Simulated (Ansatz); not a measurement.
BCl, singlet, geometry from GFN2-xTB. Base run: R2SCAN/def2-SVP (Ansatz, a first-principles code).

Here is a job for Ansatz.
Ansatz 0.2 input:
```yaml
crystal:
  periodic: [false, false, false]
  atoms:
    - {symbol: B, position_ang: [-0.00000000, -0.00000000, -1.22002676]}
    - {symbol: Cl, position_ang: [0.00000000, 0.00000000, 0.35883140]}
basis:
  gaussian:
    orbitals: def2-SVP
hamiltonian:
  xc: r2scan
```

The base run was repeated with changes; each row names its change, and settings that it needs were set with it.

| change | basis functions | E (Eh) |
|---|---|---|
| base | 32 | -484.75349 |
| basis = pcseg-1 | 32 | -484.88939 |
| basis = def2-SV(P) | 32 | -484.75349 |
| basis = 6-31G* | [?] | [?] |
| basis = cc-pV(D+d)Z | 37 | -484.92469 |
| basis = 6-31+G* | 42 | -484.90174 |
| basis = def2-SVPD | 47 | -484.75797 |
| basis = 6-311+G(2d,p) | 62 | -484.93537 |
| basis = cc-pVTZ | 64 | -484.94487 |
| basis = pcseg-2 | 64 | [?] |
| basis = def2-TZVPP | [?] | [?] |
| basis = aug-cc-pVTZ | [?] | [?] |
| basis = def2-QZVPP | 127 | -484.95489 |

Complete the blanks.


- basis = 6-31G*, basis functions: 34
- basis = 6-31G*, E (Eh): -484.89567
- basis = pcseg-2, E (Eh): -484.94526
- basis = def2-TZVPP, basis functions: 73
- basis = def2-TZVPP, E (Eh): -484.93958
- basis = aug-cc-pVTZ, basis functions: 96
- basis = aug-cc-pVTZ, E (Eh): -484.94566

Totals compare only among sets that treat the same electrons; sets with core potentials leave the core out.
